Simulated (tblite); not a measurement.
Compound: CH₁₁NSi₃.
SMILES: `NC([SiH3])([SiH3])[SiH3]`

Method: GFN2-xTB as coded in tblite; computed harmonic values from a numerical Hessian at the method's own geometry, unscaled. The method is semi-empirical: single wavenumbers can be off by several per cent or more. Modes of hydrogen on silicon can be 10 to 20 % off.

Harmonic wavenumbers (cm⁻¹): 130.8, 138.2, 142.0, 150.5, 159.8, 201.5, 233.8, 258.7, 295.7, 431.9, 499.7, 504.1, 513.3, 531.4, 533.3, 593.6, 750.6, 765.9, 770.2, 775.4, 781.5, 793.9, 798.8, 806.6, 817.6, 833.0, 848.7, 966.5, 1064.6, 1178.2, 1572.2, 2194.0, 2205.5, 2217.6, 2225.8, 2245.4, 2257.2, 2269.6, 2281.5, 2295.3, 3361.0, 3376.1.

A = 2131, B = 2095, C = 1492 MHz; mass 121.020 u (most abundant isotopes); point group Cs, symmetry number 1.

Question: Zero-point energy?

Answer: ½Σν̃ = 22886 cm⁻¹ = 273.77 kJ/mol.

Question: Give the ideal-gas entropy at 298.15 K and 1 bar in the rigid-rotor, harmonic-oscillator model (classical rotation).

Answer: Translation 168.67, rotation 118.28, vibration 116.43: S = 403.4 J/(mol K).

Question: And Cp and H(298.15 K) − H(0)?

Answer: Cp = 173.12 J/(mol K), of which vibrations give 139.86 (their classical limit is 42 R = 349.2); H(298.15 K) − H(0) = 30.18 kJ/mol without the zero-point energy, 20.27 from vibrations.

Question: Blend soft modes into free rotors: weight 1/[1 + (100 cm⁻¹/ν̃)⁴] for the oscillator and the rest for a rotor with moment μB/(μ + B), μ = h/(8π²ν), B = 10⁻⁴⁴ kg m². What vibrational entropy results?

Answer: 115.44 J/(mol K) in place of 116.43, which changes −T·S at 298.15 K by +0.30 kJ/mol.

Question: What must be added to the electronic energy to get the Gibbs energy at 298.15 K and 1 bar?

Answer: ZPE + [H(298.15 K) − H(0)] − T·S = 273.77 + 30.18 − 120.27 = 183.68 kJ/mol.

Question: How do the functions run with temperature in this model?

Answer: 
```
 T (K)  S (J/(mol K))  Cp (J/(mol K))  H − H(0) (kJ/mol)  G − H(0) (kJ/mol)  ln q(vib)
    50          231.4            46.7               1.82              -9.75       0.09
   100          273.8            77.8               4.97             -22.41       0.81
373.15          445.2           199.9              44.21            -121.93       7.89
   500          508.7           233.8              71.83            -182.52      11.33
   750          612.7           278.7             136.32            -323.20      17.63
  1000          697.1           308.0             209.89            -487.25      23.25
```

q(vib) and H(0) count from the zero-point level.

Question: Which modes carry the vibrational entropy at 298.15 K?

Answer: 130.8 cm⁻¹: 12.28; 138.2 cm⁻¹: 11.84; 142.0 cm⁻¹: 11.62; 150.5 cm⁻¹: 11.15; 159.8 cm⁻¹: 10.68; 201.5 cm⁻¹: 8.87 J/(mol K); the other 36 give 50.00 together.

Hindered rotation and anharmonicity are outside this model.

Shape of the structure used: `[NH2:1][C:2]([SiH3:3])([SiH3:4])[SiH3:5]`: H–N1–C2–Si3 59°, H–N1–C2–Si3 -60°.
